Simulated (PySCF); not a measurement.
Computed with PySCF, PBE0, basis Re def2-SVP with ECP60, F def2-SVP (scalar-relativistic core potentials, no spin–orbit coupling, density fitting). Open shells, if any, are unrestricted.

Problem. What spin state, shape and geometry does isolated ReF₃⁺ take (every ligand bound to Re)?

Solution. Formally Re is in oxidation state +4, d3, with 3 unpaired electrons (the high-spin count). The Mulliken spin on Re is 2.82. The polar-tensor charge on Re, 2.38, is far below the formal one. The lowest minimum found is a quartet of D3h symmetry with Re–F 1.796 Å (×3); F–Re–F 120.0° (×3). Its harmonic wavenumbers are 154 (a2''), 184 (e'), 796 (a1'), 806 (e') cm⁻¹ and its dipole moment is 0.00 D about the centre of mass.

Only a few start shapes were tried, so a lower isomer may exist. With open d or f shells other occupations or spin states may lie lower. With an element this heavy the missing spin–orbit coupling can shift these numbers.
